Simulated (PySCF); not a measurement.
PySCF 2.14 output of an unrestricted PBE0 calculation on a single atom or ion in aug-cc-pV5Z-PP with ECP10MDF (8s8p7d5f4g3h2i, 197 functions), with a scalar-relativistic core potential:

```
SCF conv_tol = 1e-09
number electrons alpha = 9  beta = 9
    C. Adamo and V. Barone.,  J. Chem. Phys. 110, 6158 (1999)
    M. Ernzerhof and G. E. Scuseria.,  J. Chem. Phys. 110, 5029 (1999)
cycle= 1 E= -196.941501997515  delta_E= -0.00694  |g|= 0.169  |ddm|= 0.151
cycle= 2 E= -196.923435789463  delta_E= 0.0181  |g|= 0.418  |ddm|= 0.167
cycle= 3 E= -196.946352917308  delta_E= -0.0229  |g|= 0.039  |ddm|= 0.0966
cycle= 4 E= -196.946592634647  delta_E= -0.00024  |g|= 0.000187  |ddm|= 0.012
cycle= 5 E= -196.946592638758  delta_E= -4.11e-09  |g|= 1.91e-06  |ddm|= 4.12e-05
cycle= 6 E= -196.94659263876  delta_E= -1.48e-12  |g|= 5.73e-07  |ddm|= 1.94e-06
converged SCF energy = -196.94659263876  <S^2> = 7.4606987e-14  2S+1 = 1
```

The run itself started from symmetry-adapted Hartree-Fock orbitals and held the occupation by maximum overlap, on a logarithmic radial grid, so the iterations belong to that start.

**Question.** Which element, charge and spin multiplicity is this?

**Answer.** Cu⁺ (copper, charge +1), multiplicity 1; the state was [Ar] 3d10, closed-shell 1S.

Energies and moments cover only the electrons outside the core potential.
